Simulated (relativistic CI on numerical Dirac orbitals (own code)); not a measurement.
**Hyperfine structure of Ir¹⁴⁺, mass number 191**

Method of calculation: Dirac-Coulomb-Breit CI, orbitals from a KLI potential per configuration, model QED, unscaled Slater integrals (own radial code, finite nucleus).

Configurations in the expansion (outside the closed core [Kr] 4d10): 4f14 5s2 5p, 4f14 5s 5p2, 4f13 5s2 5p2, 4f14 5s2 5d, 4f14 5s 5p 5d, 4f14 5s2 5f, 4f13 5s2 5p 5d, 4f14 5s2 5g, 4f14 5s 5p 5f, 4f14 5s2 6s, 4f14 5p2 5d, 4f14 5p3, 4f13 5p4, 4f13 5p3 5d, 4f14 5p 5d2, 4f13 5p2 5d2, 4f14 5d3, 4f14 5d2 5f, 4f13 5p 5d3. Double excitations out of closed p, d and f shells are left out; levels of such configurations are missing from the list, as are those of other unlisted configurations, and high levels can miss mixing partners. Some configurations lack a partner that the ground configuration has and come out too high, among them 4f14 5s2 5g, 4f14 5s2 6s.

Nuclear spin I = 3/2, μ = 0.1502 μN, Q = 0.816 b (tables of Stone and Pyykkö). The electronic factors are computed for point nuclear moments, without core polarisation or the Bohr-Weisskopf and QED corrections.

```tsv
Level	E (eV)	A (MHz)	B (MHz)
4f14 5s2 5p 2P°_1/2	0.0000	10220	
4f14 5s2 5p 2P°_3/2	18.0550	1087	17600
4f14 5s 5p2 4P_1/2	36.0541	31240	
4f13 5s2 5p2 4F°_9/2	38.7453	-440.2	15800
4f13 5s2 5p2 4F°_3/2	40.8175	251.8	2720
4f13 5s2 5p2 2H°_11/2	41.1188	1370	11900
4f13 5s2 5p2 2D°_5/2	41.6371	-383.7	-12700
4f13 5s2 5p2 2F°_7/2	42.1864	325.5	-6650
```

Levels with J = 0, under 50 % of one LS term, or S terms without an open s electron are left out. Small factors come from cancelling terms and can be off by tens of per cent or more.

At this charge transitions that keep the count of f electrons are usually good to a few per cent. Levels and lines within the n = 5 or 6 shells can be off by up to 10 % or somewhat more, and those that change n by about 2 %, since core polarisation is missing. Levels that differ in their count of f electrons can be misplaced by several ten thousand cm⁻¹, since the correlation energy of f electrons is missing or only estimated; rates across such gaps can be off by orders of magnitude.

**Question.** Give the hyperfine levels of 4f14 5s2 5p 2P°_1/2 relative to its centre of gravity.

**Answer.** With K = F(F + 1) − I(I + 1) − J(J + 1), E = AK/2: F = 1: -12770, F = 2: 7665 MHz.

LS names give the leading component of a level, which can be under half, so a name can repeat, a term be missing and a line seem to break the LS rules.
